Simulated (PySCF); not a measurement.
# Polarisability and C₆ of Te⁺ (tellurium, charge +1)

[Kr] 4d10 5s1 5p3 5d1, high-spin 6D determinant (an excited configuration). All numbers are calculated (PySCF 2.14, the spin-free X2C one-electron Hamiltonian (Gaussian nucleus), in x2c-QZVPPall with one added diffuse shell each of s, p, d, f type (14s10p8d5f1g, 128 functions)). Coupled (time-dependent) response in atomic units; α is the mean over directions.

| method | mean α (bohr³) | α xx, yy, zz | C₆ (like pair) | S(−4) |
| --- | --- | --- | --- | --- |
| BHandHLYP | 93.46 | 123.8, 123.8, 32.76 | 756.4 | 18200 |

S(−4) is the Cauchy moment in α(ω) = α(0) + S(−4) ω² + …

Spin-orbit coupling is absent.

α(iu) at BHandHLYP:

```tsv
u (hartree)	α(iu) (bohr³)
0	93.46
0.0500	67.36
0.100	46.06
0.200	28.78
0.300	20.49
0.500	12.14
0.750	7.454
1.00	5.142
1.50	3.023
2.00	2.079
3.00	1.216
5.00	0.5844
```

A single London oscillator, α(iu) = α/(1 + u²/ω²), gives C₆ = (3/4) ω α². Matching the computed C₆ needs ω = 4 × 756.4 / (3 × 93.46²) = 0.115 hartree.

For an ion, C₆ is the dispersion term alone; charge-induced terms of lower order in 1/R come first.

The components differ because the open shell of this determinant is not spherical; for a pure term their mean is the scalar polarisability.

The outer electron is Rydberg-like, and this basis confines it to a smaller radius and binds it less than a complete one would.
